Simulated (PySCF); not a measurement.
An unknown is described by computed data only.

Formula: C5H7F3O2.

| Item | Value |
| --- | --- |
| UV, first state | lowest singlet excitation: 7.26 eV (171 nm, f = 0.012) [TDDFT B3LYP/def2-SVPD] |
| Triplet | lowest triplet excitation (Tamm–Dancoff): 7.15 eV [TDA B3LYP/def2-SVPD] |
| Valence photoelectron | vertical ionisation energy: 10.07 eV [ΔSCF B3LYP/def2-SVPD] |
| Dipole | 2.84 D [B3LYP/def2-SVPD] |
| Rotational structure | rotational constants A, B, C: 2.358, 1.128, 0.994 GHz [PBE0-D3(BJ)/def2-SVP] |
| 1H NMR | chemical shifts (computed TMS as zero) by class: 4.60 (1 H), 4.11 (2 H), 3.77 (2 H), 2.14 (1 H), 0.95 (1 H) ppm [GIAO CAM-B3LYP/pcSseg-1] |
| NMR, other nuclei | isotropic shieldings of nuclei other than C and H, by class: 283 (2 O), 264 (3 F) ppm [GIAO CAM-B3LYP/pcSseg-1] |
| 13C NMR | chemical shifts (computed TMS as zero) by class: 131.7 (1 C), 93.1 (1 C), 62.4 (2 C), 27.3 (1 C) ppm [GIAO CAM-B3LYP/pcSseg-1] |
| Polarisability | 68.0 au [B3LYP/def2-SVPD] |

Electronic properties: PySCF, gas phase, density fitting. Levels stand in brackets. One conformer (not necessarily the lowest) at the PBE0-D3(BJ)/def2-SVP geometry, without solvent, vibrations or thermal averaging. Each NMR value is the plain mean over a class of atoms that symmetry, rotation or inversion makes alike.

Question: Propose a structure and show how it fits.

Answer: Numbering: `[F:1][C:2]([F:3])([F:4])[CH:5]1[O:6][CH2:7][CH2:8][CH2:9][O:10]1`. Its formula, C5H7F3O2, gives 1 degree of unsaturation: 1 ring and 0 π bonds in the structure found. 5 carbons fall into 4 classes; from least to most shielded: CF3 carbon [C2] (131.7 ppm), sp3 carbon bearing two oxygens [C5] (93.1 ppm), ring sp3 carbon bound to oxygen [C7/C9] (62.4 ppm, 2 C), ring CH2 carbon [C8] (27.3 ppm). Hydrogen classes from least to most shielded: 1 H on an sp3 carbon bearing two oxygens, C5 (4.60 ppm), 2 H on 2 like atoms (sp3 carbon bound to oxygen), C7/C9 (4.11 ppm), 2 H on 2 like atoms (sp3 carbon bound to oxygen), C7/C9 (3.77 ppm), 1 H on a ring CH2 carbon, C8 (2.14 ppm), 1 H on a ring CH2 carbon, C8 (0.95 ppm). The other shieldings belong to: 283 ppm, cyclic ether oxygen [O6/O10]; 264 ppm, fluorine of a CF3 group [F1/F3/F4]. The first electron is taken from the HOMO, whose largest Löwdin shares are 0.24 on each of 2 atoms of one kind (cyclic ether oxygen), 0.08 on the CF3 carbon and 0.07 on the sp3 carbon bearing two oxygens. The optimised geometry has point group Cs and is an asymmetric top. Structure: `FC(F)(F)C1OCCCO1`. Computed isomers that give other values at the same levels: `FC(F)(F)[C@H]1COCCO1` (rotational constant A: 2.642 GHz; this holds for the one conformer computed); `C=C(COC(F)(F)F)OC` (smallest rotational constant: 0.799 GHz; this holds for the one conformer computed); `C[C@@H]1OCC(F)(F)[C@@H](F)O1` (rotational constant A: 2.205 GHz; this holds for the one conformer computed). The assignments are read from this structure; whether some other isomer fits the data as well wasn't checked.
